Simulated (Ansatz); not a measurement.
Abridged output of a molecular run in Ansatz:

```
Functional definition: HF
1601 factors; integrals over basis functions are off by at most 9.5e-4 eV
mean field evaluation 1: about -69664.5184 eV, gradient 3.9e1 eV
mean field evaluation 2: about -69664.6764 eV, gradient 3.9e1 eV
mean field evaluation 4: about -69668.6897 eV, gradient 3.9e0 eV
mean field evaluation 8: about -69668.7744 eV, gradient 4.0e-1 eV
mean field evaluation 16: about -69668.7749 eV, gradient 2.8e-6 eV
mean field -69668.77494184 eV, -2560.2802559208 hartree, gradient 2.8e-6 eV, S^2 0.000000; 0 other end points of the search recorded, 0 dependent functions left out
20 core orbitals not correlated: weight in the atoms' cores, before any rotation towards them, 1.000 or more for the frozen orbitals, at most 0.000 for the correlated occupied ones
reference -69668.77494184 eV, -2560.2802559208 hartree; 17, 17 occupied and 238, 238 virtual orbitals, 1601 factors
second order -19.18963224 eV of doubles, -0.00000000 eV of singles
cycle   1  -19.79270131 eV  change   -6.0e-1 eV  update   1.2e-1
cycle   2  -20.48951823 eV  change   -7.0e-1 eV  update   3.8e-2
cycle   3  -20.61702487 eV  change   -1.3e-1 eV  update   2.1e-2
cycle   4  -20.60448019 eV  change    1.3e-2 eV  update   5.7e-3
cycle   5  -20.60339128 eV  change    1.1e-3 eV  update   3.1e-3
cycle   6  -20.60302104 eV  change    3.7e-4 eV  update   9.7e-4
cycle   7  -20.60276779 eV  change    2.5e-4 eV  update   4.8e-4
cycle   8  -20.60287491 eV  change   -1.1e-4 eV  update   1.6e-4
cycle   9  -20.60293767 eV  change   -6.3e-5 eV  update   5.6e-5
cycle  10  -20.60293340 eV  change    4.3e-6 eV  update   2.0e-5
perturbative correction -0.79708525 eV, -0.0292923425 hartree
Total energy: -69690.17496049 eV, -2561.0666921007 hartree
```

Its atoms:

Cartesian coordinates in Å:
```
N -1.312 2.323 -0.825
Ga -0.206 1.590 0.415
Si -0.415 -0.768 0.806
Si 1.333 -1.930 -0.226
H -2.022 1.812 -1.322
H -1.301 3.296 -1.082
H 0.815 2.572 1.083
H -0.372 -1.071 2.266
H -1.707 -1.293 0.274
H 1.299 -1.691 -1.695
H 2.641 -1.442 0.292
H 1.248 -3.396 0.015
```

(1) Which basis set was used?
A. def2-SVPD
B. cc-pV(D+d)Z
C. def2-TZVPP
D. def2-QZVPP

(2) Write the keys of the input that set method, charge and spin (a neutral closed shell needs none for the last two).

## Answers

(1) C. It gives 275 functions.

(2) 
```yaml
correlation: {method: ccsd_t}
```
